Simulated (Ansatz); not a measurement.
`CBNCF`. Charge 0, multiplicity 1. Geometry: relaxed with PBE0-D4/def2-TZVP. It is one conformer, not always the lowest.

```xyz
12

C     0.172   -1.973   -0.262
B     0.106   -0.563    0.410
N    -0.189    0.594   -0.320
C    -0.223    1.909    0.196
F     0.923    2.613   -0.149
H     1.159   -2.419   -0.102
H    -0.027   -1.973   -1.337
H    -0.538   -2.657    0.215
H     0.295   -0.417    1.588
H    -0.344    0.535   -1.317
H    -1.064    2.482   -0.206
H    -0.271    1.868    1.285
```

What is the dipole moment at r2SCAN/def2-TZVPP? (Estimate.)

Computed: 1.81 D, with components (-1.60, -0.50, -0.68) D in this frame, pointing from negative to positive charge.

And with PBE, B3LYP, ωB97M-V? (Estimate.)

The calculation gave: PBE 1.76 D, B3LYP 1.83 D, ωB97M-V 1.83 D.

Give the Mulliken charges with r2SCAN, B3LYP, PBE in def2-TZVPP. (Best estimate.)

The calculation gave: 
| atom | r2SCAN | B3LYP | PBE |
| --- | --- | --- | --- |
| C1 | -0.24 | -0.31 | -0.34 |
| B2 | 0.08 | 0.02 | 0.00 |
| N3 | -0.20 | -0.17 | -0.12 |
| C4 | 0.23 | 0.14 | 0.09 |
| F5 | -0.24 | -0.25 | -0.20 |
| H6 | 0.07 | 0.10 | 0.10 |
| H7 | 0.03 | 0.07 | 0.07 |
| H8 | 0.06 | 0.09 | 0.10 |
| H9 | -0.03 | -0.01 | -0.02 |
| H10 | 0.15 | 0.14 | 0.15 |
| H11 | 0.05 | 0.09 | 0.09 |
| H12 | 0.05 | 0.09 | 0.08 |

B3LYP here is the variant with VWN-RPA as its local correlation; programs differ in this.
